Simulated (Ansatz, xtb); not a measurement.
# Relative energy of two isomers of C3H8BNO3

We compare I, `CO[C@@H]1COB(N)O1`, a singlet, with II, `CN(C=O)CB(O)O`, a singlet. Both are isolated molecules in the gas phase, relaxed with PBE0-D3(BJ)/def2-SVP; each stands in its lowest conformer found.

Quicker runs give these differences E(II) − E(I): GFN2-xTB +6.69 kcal/mol; HF/STO-3G +57.55 kcal/mol (at GFN2-xTB geometries); r2SCAN-D4/def2-SVP −3.42 kcal/mol (at GFN2-xTB geometries).

**Question.** Estimate which is lower in electronic energy at CCSD(T)/def2-SVP + ΔMP2/def2-TZVPP, and by roughly how much.

**Answer.** The CCSD(T)/def2-SVP + ΔMP2/def2-TZVPP calculation puts structure II lower, by 1.06 kcal/mol.

Level by level:

| level | geometry | E(II) − E(I) (kcal/mol) | departure from the last row (kcal/mol) | job, with rough time for the two |
| --- | --- | --- | --- | --- |
| GFN2-xTB | GFN2-xTB | +6.69 | +7.75 | optimisation, 0.42 s |
| HF/STO-3G | GFN2-xTB | +57.55 | +58.61 | single point, 0.42 s |
| r2SCAN-D4/def2-SVP | GFN2-xTB | −3.42 | −2.36 | single point, 3.8 s |
| PBE0-D3(BJ)/def2-SVP | PBE0-D3(BJ)/def2-SVP | −2.61 | −1.55 | optimisation, 63 s |
| HF/def2-SVP | PBE0-D3(BJ)/def2-SVP | +3.34 | +4.41 | part of the CCSD(T) run |
| MP2/def2-SVP | PBE0-D3(BJ)/def2-SVP | −5.98 | −4.92 | part of the CCSD(T) run |
| CCSD(T)/def2-SVP | PBE0-D3(BJ)/def2-SVP | −4.04 | −2.98 | single point |
| CCSD(T)/def2-SVP + ΔMP2/def2-TZVPP | PBE0-D3(BJ)/def2-SVP | −1.06 |  | single point, 1.9 min |

As drawn, II has 3 C–N, 1 C=O, 1 C–B, 2 O–H in place of 4 C–O, 1 C–C, 1 B–N, 2 N–H. Structure I has a 5-membered ring, II no ring.

GFN2-xTB, HF/STO-3G, HF/def2-SVP put the two in the other order. The largest departure from CCSD(T)/def2-SVP + ΔMP2/def2-TZVPP is that of HF/STO-3G, 58.61 kcal/mol. The last row adds to CCSD(T) the change of the MP2 difference between the two basis sets, here +2.98 kcal/mol.

With thermal terms from frequencies at re-optimised GFN2-xTB minima (ideal gas, soft modes damped towards free rotors, one conformer each, 298.15 K, 1 atm): on the last row, ΔE + ΔZPE = −1.82, ΔH = −1.47, ΔG = −2.35 kcal/mol.

The correlated steps freeze 8 core orbitals. Mirror images aren't counted in ΔG. Run with Ansatz 0.2.0, xtb 6.7.1; the last row on 4 threads of Arm Neoverse V1 on a shared host.
